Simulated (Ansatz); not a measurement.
The first iterations of a band of BH7SeSi (10 atoms, charge 0, multiplicity 1).

Level of theory: UKS BHLYP/def2-SVP (Ansatz 0.2.0).

* movable images: 7
* climbing image: yes
* spring: 5.0 eV/Å²
* optimiser: quadratic models (default)
* start path: through a guess of the saddle point
* force threshold: 0.05 eV/Å
* iteration limit: 60
* end points: relaxed

Image 0:

```xyz
10
Properties=species:S:1:pos:R:3
B -0.094 -1.003 -0.322
Si 0.363 0.831 -1.015
H -1.139 -1.472 -0.706
H 0.813 -1.800 -0.280
H 0.577 -0.049 2.290
Se -0.536 -0.860 1.791
H 1.555 1.418 -0.330
H -0.739 1.814 -0.790
H 0.657 0.842 -2.474
H -1.457 0.279 1.835
```

Image 8:

```xyz
10
Properties=species:S:1:pos:R:3
B -0.643 -1.944 0.621
Si 0.960 1.804 -1.158
H -1.478 -1.520 -0.116
H 0.374 -2.433 0.233
H 0.729 0.827 -0.069
Se -0.870 -1.881 2.510
H 2.150 2.624 -0.838
H -0.225 2.681 -1.291
H 1.185 1.081 -2.430
H -2.183 -1.238 2.540
```

| iteration | highest image above the first end (eV) | largest band force component (eV/Å) |
| --- | --- | --- |
| 1 | 1.029 | 4.569 |
| 2 | 0.772 | 1.348 |
| 3 | 0.863 | 2.602 |
| 4 | 0.794 | 0.536 |

Problem. Does the band converge within its limit, and where does its top end?

Solution. It converged. It ended after 12 iterations with the highest image 0.738 eV above the first end. A vibrational analysis at the climbing image gives one clearly imaginary mode, 335i cm⁻¹: a first-order saddle point. The orbitals stay closed-shell, which can raise the energy where a bond breaks towards radicals; this wasn't checked here.

Run time: 5 min on 4 threads of Arm Neoverse N1, with other jobs on the host, peak memory 0.32 GiB.
